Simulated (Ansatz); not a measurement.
Ansatz (a quantum-chemistry and plane-wave program) input (RI-MP2/def2-TZVPPD):
A basis named .json is the Basis Set Exchange file of that set.

Ansatz 0.2 input:
```yaml
crystal:
  periodic: [false, false, false]
  atoms:
    - {symbol: Nb, position_ang: [0.25518213, 0.01137352, 0.33113971]}
    - {symbol: O, position_ang: [1.66745752, -0.74959079, -0.27256221]}
    - {symbol: O, position_ang: [-0.49293576, -1.09630023, 1.40418347]}
    - {symbol: Cl, position_ang: [-1.16815539, 0.84122434, -1.33115871]}
basis:
  gaussian:
    orbitals: def2-TZVPPD.json
    fitting: {mean_field: def2-universal-jkfit, correlation: def2-TZVPPD-RIFIT.json}
magnetization: {spin_polarized: false}
correlation: {method: mp2, electrons: outside_noble_gas}
```

End of the output:

```
integrals: 0.16 GiB planned
537 factors; integrals over basis functions are off by at most 1.4e0 eV
mean field: 0.50 GiB planned
mean field evaluation 1: about -18103.1554 eV, gradient 8.3e1 eV
mean field evaluation 2: about -18069.2154 eV, gradient 1.7e2 eV
mean field evaluation 4: about -18116.9092 eV, gradient 2.2e0 eV
mean field evaluation 8: about -18116.9313 eV, gradient 1.2e-3 eV
mean field evaluation 16: about -18116.8986 eV, gradient 3.9e0 eV
mean field -18116.93130499 eV, -665.7849453613 hartree, gradient 1.5e-6 eV, S^2 0.000000; 2 other end points of the search recorded, 0 dependent functions left out
11 core orbitals not correlated
499 factors; their error is unknown
reference -18116.93130499 eV, -665.7849453613 hartree; 12, 12 occupied and 164, 164 virtual orbitals, 499 factors
second order -24.57190903 eV of doubles, -0.00000000 eV of singles
Total energy: -18141.50321403 eV, -666.6879463629 hartree
```
